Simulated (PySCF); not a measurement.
## Relaxation of singlet TcH7

Method: PBE0 in PySCF with Tc def2-TZVP with ECP28, H def2-TZVP; scalar-relativistic core potentials, no spin–orbit coupling; density-fitted integrals. A (50,194) grid was used.

A start displaced from a saddle point along its imaginary mode, with no symmetry imposed:

```xyz
8
charge 0 multiplicity 1, angstrom
Tc    0.0008   -0.0018    0.0318
H    -0.0457    0.1108    1.8139
H     1.5351    0.0153   -0.3811
H    -0.7731    1.3432   -0.3103
H    -0.7779   -1.3209   -0.3922
H     0.4536    0.8026   -1.2680
H    -0.9194    0.0096   -1.2733
H     0.4518   -0.7802   -1.3078
```

**Question.** What does it relax to?

**Answer.** It ends at C1 with H–H 0.901 Å, H–H 0.940 Å, Tc–H 1.573 Å, Tc–H 1.594 Å (×2), Tc–H 1.697 Å, Tc–H 1.703 Å (×2), Tc–H 1.758 Å; H–H–Tc 71.5°, H–H–Tc 73.6°, H–H–Tc 74.3°, H–H–Tc 78.4°, H–Tc–H 30.1°, H–Tc–H 32.1°, H–Tc–H 57.7° (×2), H–Tc–H 68.9°, H–Tc–H 71.7°, H–Tc–H 73.5°, H–Tc–H 80.4°, H–Tc–H 83.3°, H–Tc–H 86.6°, H–Tc–H 90.0°, H–Tc–H 96.3°, H–Tc–H 98.4°, H–Tc–H 98.8°, H–Tc–H 99.3°, H–Tc–H 100.5°, H–Tc–H 115.0°, H–Tc–H 151.9°, H–Tc–H 152.6°, H–Tc–H 161.6°, H–Tc–H 163.3° (after a last refinement on a finer grid). A frequency run shows 1 imaginary mode, down to 117i cm⁻¹, so it is a saddle point. Other isomers or separated fragments may lie lower.

**Question.** How much energy is released, and in how many steps?

**Answer.** 91.7 kJ/mol in 21 steps.

Stability towards spin polarisation was not tested.

The relaxation took roughly 3 core-minutes on a shared host.
